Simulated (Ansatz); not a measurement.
Program: Ansatz. Geometries: PBE0-D4/def2-TZVP. ΔE: electronic, gas phase. CCSD(T)/CBS adds triple-zeta CCSD(T) − MP2 to the extrapolated MP2 energy (def2 sets, frozen cores). Functionals use def2-TZVPP. Elements past krypton have def2 core potentials. For Sn outer-core shells are correlated without core-valence functions, which leaves a few kJ/mol of doubt a bond. One conformer a species, not always the lowest.

`C[N](C)[Al]([OH])[OH]` + `C[CH](C)[Sn][OH]` → `C[CH](C)[Al]([OH])[N](C)C` + `[OH][Sn][OH]`  (redistribution)

```tsv
level	ΔE (kJ/mol)	difference from CCSD(T)/CBS
PBE-D4	26.3	-11.7
B97M-V	29.0	-9.0
r2SCAN0-D4	38.1	0.1
BHLYP-D4	42.6	4.6
revPBE	26.2	-11.8
BLYP	27.7	-10.3
PBE0	33.3	-4.7
CCSD/def2-SVP	47.4	9.4
SCS-MP2/def2-TZVPP	44.4	6.4
CCSD(T)/def2-TZVPP	43.6	5.6
CCSD(T)/CBS	38.0	0
```

Largest T1 diagnostic among the species: 0.018.

From BLYP to BHLYP (50 % exact exchange), in def2-TZVPP and without D4, ΔE moves by +12.5 kJ/mol. In def2-TZVPP, CCSD(T) changes the Hartree–Fock value by −4.6 kJ/mol (the triples alone add −2.3 kJ/mol) and MP2 by −3.0 kJ/mol. Leaving LDA and LC-ωPBE aside and taking each functional with its dispersion term where it has one, the values spread over 16.3 kJ/mol, from PBE-D4 to BHLYP-D4.
